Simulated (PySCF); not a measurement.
B(Me)(vinyl)(OH) (C3H7BO), SMILES C=CB(C)O. Atoms are numbered in the order given.

```xyz
12

B      0.0569    -0.4560     0.0000
C     -0.7239    -1.8311     0.0000
H     -1.3892    -1.8869     0.8801
H     -1.3892    -1.8869    -0.8801
H     -0.0842    -2.7297     0.0000
C     -0.7113     0.9104     0.0000
C     -0.0933     2.1022     0.0000
H     -1.8097     0.9038     0.0000
H     -0.6389     3.0526     0.0000
H      1.0004     2.1660     0.0000
O      1.4201    -0.3952     0.0000
H      1.8364    -1.2655     0.0000
```

Coordinates come from a B3LYP-D3(BJ)/def2-SVP optimisation. One conformer was computed; it need not be the lowest.

Calculation: B3LYP/pcSseg-1 in PySCF.

GIAO shieldings, no solvent; atoms listed in one row are averaged. δ = σ(ref) − σ: ¹¹B against BF3 (σ = 86.3 ppm); ¹³C against TMS (σ = 181.3 ppm); ¹H against TMS (σ = 31.68 ppm); ¹⁷O against H2O (σ = 333.8 ppm), references at their B3LYP-D3(BJ)/def2-TZVP geometries, non-relativistic.

```json
[
 {"nucleus": "¹¹B", "atoms": "B1", "count": "1", "δ (ppm)": "34.0"},
 {"nucleus": "¹³C", "atoms": "C7", "count": "1", "δ (ppm)": "147.1"},
 {"nucleus": "¹³C", "atoms": "C6", "count": "1", "δ (ppm)": "145.8"},
 {"nucleus": "¹³C", "atoms": "C2", "count": "1", "δ (ppm)": "10.7"},
 {"nucleus": "¹H", "atoms": "H10", "count": "1", "δ (ppm)": "6.95"},
 {"nucleus": "¹H", "atoms": "H9", "count": "1", "δ (ppm)": "6.44"},
 {"nucleus": "¹H", "atoms": "H8", "count": "1", "δ (ppm)": "6.39"},
 {"nucleus": "¹H", "atoms": "H12", "count": "1", "δ (ppm)": "5.10"},
 {"nucleus": "¹H", "atoms": "H3, H4, H5", "count": "3", "δ (ppm)": "0.78"},
 {"nucleus": "¹⁷O", "atoms": "O11", "count": "1", "δ (ppm)": "178.3"}
]
```
